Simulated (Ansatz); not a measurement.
Ansatz (a program for electronic structure) input (revPBE/def2-TZVPD):

Ansatz 0.2 input:
```yaml
crystal:
  periodic: [false, false, false]
  atoms:
    - {symbol: Na, position_ang: [-0.00000000, -0.00000000, -0.90343180]}
    - {symbol: F, position_ang: [0.00000000, 0.00000000, 1.10419443]}
basis:
  gaussian:
    orbitals: def2-TZVPD
hamiltonian:
  xc: {name: revPBE}
total_charge: -1
magnetization: {spin_polarized: true, initial_magnetization: 1}
output: {forces: true}
```

End of the output:

```
integrals: 0.02 GiB planned
515 factors; their error is unknown
mean field: 0.17 GiB planned
mean field evaluation 1: about -6817.0129 eV, gradient 1.1e2 eV
mean field evaluation 2: about -6927.0684 eV, gradient 2.8e2 eV
mean field evaluation 4: about -7042.5209 eV, gradient 1.7e2 eV
mean field evaluation 8: about -7082.3538 eV, gradient 1.3e2 eV
mean field evaluation 16: about -7134.0431 eV, gradient 2.0e-5 eV
mean field evaluation 32: about -7134.0431 eV, gradient 2.2e-5 eV
mean field -7134.04309855 eV, -262.1712482436 hartree, gradient 5.1e-5 eV, S^2 0.750070; 6 other end points of the search recorded, 0 dependent functions left out
the calculation of the forces begins
reference -7134.04317424 eV, -262.1712510253 hartree; 11, 10 occupied and 64, 65 virtual orbitals, 515 factors
Total energy: -7134.04317424 eV, -262.1712510253 hartree
Atom 0 at    -0.000000    -0.000000    -0.903432 Å, force    -0.000000    -0.000000    -0.344863 eV/Å
Atom 1 at     0.000000     0.000000     1.104194 Å, force     0.000000     0.000000     0.344863 eV/Å
Dipole moment:     0.000000    -0.000000     0.709372 e Å
```
